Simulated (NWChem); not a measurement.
# AlNH3OCl; SMILES [NH2][Al]([OH])[Cl]

```xyz
7

Al     0.0866    -0.3426     0.0000
Cl    -0.1574     1.7504     0.0000
O      1.6872    -0.9315     0.0000
H      1.8867    -1.8750     0.0000
N     -1.3677    -1.3515     0.0000
H     -1.3935    -2.3628     0.0000
H     -2.3053    -0.9696     0.0000
```
Atoms are numbered in this order, from 1.

Results from NWChem. Geometry: optimised at B3LYP/6-31G* (spherical d). Atomic charges in e: unrestrained fits to the electrostatic potential beside Mulliken populations; buried atoms are poorly determined by the fit.

Task: Estimate the computed values for B3LYP/def2-SVP. Quantities: ESP Al1; Mulliken Al1; ESP Cl2; Mulliken Cl2; ESP O3; Mulliken O3; ESP N5; Mulliken N5; relative RMS misfit of the potential (%).

Result: 
```yaml
ESP Al1: 1.02
Mulliken Al1: 0.76
ESP Cl2: -0.32
Mulliken Cl2: -0.31
ESP O3: -0.78
Mulliken O3: -0.46
ESP N5: -1.04
Mulliken N5: -0.43
relative RMS misfit of the potential (%): 19
```
